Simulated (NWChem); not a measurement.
System: CH$_{6}$AsB; SMILES CB[AsH2]

NWChem input:

```
start job
memory heap 200 mb stack 900 mb global 1100 mb
geometry units angstroms noautosym nocenter noautoz
  B     -0.616564     1.109874     0.065021
  As     0.022242    -0.789115    -0.036512
  H     -0.867179    -1.387747     1.035727
  H      1.269646    -0.665415     0.819930
  H     -1.817528     1.270328     0.096726
  C      0.323870     2.349884    -0.036629
  H      0.203283     2.918043     0.906117
  H     -0.017902     3.041865    -0.825798
  H      1.394327     2.140491    -0.172339
end
basis spherical
  B library sto-3g
  As library sto-3g
  H library sto-3g
  C library sto-3g
end
dft
  xc b3lyp
  iterations 150
end
property
  response 1 0.0773
end
task dft property
```

STO-3G and 3-21G are far too small for this property and stand as cheap habits. Geometry: optimised at PBE0/def2-SVP.

Field at 589 nm.

Give the results of this calculation. (B3LYP/STO-3G.) Quantities: isotropic polarisability (bohr³); anisotropy (bohr³).


```
Item                              Value
--------------------------------  -----
isotropic polarisability (bohr³)   27.6
anisotropy (bohr³)                 20.7
```
